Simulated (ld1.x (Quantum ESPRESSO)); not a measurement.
## What one change does to a pseudopotential (germanium, PAW)

- Element: Ge
- Generator: ld1.x (Quantum ESPRESSO) 7.5
- Type: PAW
- Functional: LDA (PZ)
- Relativity: scalar-relativistic
- Frozen core: [Ar]
- Valence charge: 14
- Reference configuration: 3d10 4s2 4p2
- Partial waves: 4s (bound): rcut 1.40, rcutus 1.75 bohr; 4s channel at 1.5 Ry: rcut 1.40, rcutus 1.75 bohr; 4p (bound): rcut 1.50, rcutus 2.00 bohr; 4p channel at 2.05 Ry: rcut 1.50, rcutus 2.00 bohr; 3d (bound): rcut 1.00, rcutus 1.35 bohr; 3d channel at 0.8 Ry: rcut 1.00, rcutus 1.35 bohr
- Local potential: all-electron potential smoothed inside 1.45 bohr (lloc = -1)
- Core correction: Bessel-smoothed model core inside 1.10 bohr
- Augmentation charge: PSQ, inside the norm-conserving radii

Change: waves 3d (bound): rcut 1.00, rcutus 1.70 bohr; 3d channel at 0.8 Ry: rcut 1.00, rcutus 1.70 bohr.

Cutoffs: the cutoffs (Ry, on a coarse ladder) from which the occupation-weighted sum of valence levels, in a spherical-Bessel basis at the reference potential, stays within 10 and 1 mRy of its value at 400 Ry; they do not see the model core or the augmentation charge, which bear on the density cutoff. Errors are all-electron minus pseudo energies relative to the spin-unpolarised reference configuration.

Question: How do hardness, ghosts and transferability respond?

Answer: The potential gets softer (60 Ry and 110 Ry → 40 Ry and 60 Ry); the number of tests that count goes from 8 to 9; of the 8 tests that both files solve, the error grows in 1 and shrinks in 0 by more than 15 % and 0.3 meV (median size 1.5 → 1.8 meV); neither file shows a bound ghost at the reference potential, the only one tested. A larger radius leaves more room for a smooth pseudo-wave, so fewer plane waves are needed.

```csv
quantity,base,changed
"cutoff, loose",60 Ry,40 Ry
"cutoff, tight",110 Ry,60 Ry
loose cutoff by channel (10 mRy a level),"s 8 Ry, p 6 Ry, d 50 Ry","s 8 Ry, p 6 Ry, d 30 Ry"
bound ghosts,none,none
"tests counted (converged, no solver errors)",8 of 9,9 of 9
"error for 3d10 4s2 4p1, meV [ΔE 7.64 eV]",-1.0,-1.1
"error for 3d10 4s2 4p0, meV [ΔE 23.35 eV]",-3.6,-4.1
"error for 3d10 4s1 4p0, meV [ΔE 58.57 eV]",-12,-14
"error for 3d10 4s1 4p2, meV [ΔE 16.41 eV]",-2.0,-2.3
"error for 3d10 4s2 4p2.3, meV [ΔE -0.93 eV]",+0.2,+0.1
"error for 3d10 4s0 4p4, meV [ΔE 16.36 eV]",-2.2,-2.5
"error for 3d10 4s2 4p2 (spin-polarised), meV [ΔE -0.56 eV]",-0.1,-0.1
"error for 3d10 4s2 4p1 (spin-polarised), meV [ΔE 7.45 eV]",-1.1,-1.2
s: phases at 2.21 bohr within 0.05 rad from the reference energy up to (Ry; the scan ends near 5),4.9,4.9
p: phases at 2.21 bohr within 0.05 rad from the reference energy up to (Ry; the scan ends near 5),to the end of the scan,to the end of the scan
d: phases at 2.21 bohr within 0.05 rad from the reference energy up to (Ry; the scan ends near 5),to the end of the scan,to the end of the scan
lowest overlap eigenvalue by channel,"s 0.39, p 0.58, d 0.13","s 0.39, p 0.58, d 0.90"
```

Base: Tests not counted: 3d10 4s0 4p0 (solver errors, printed error -1713 eV).
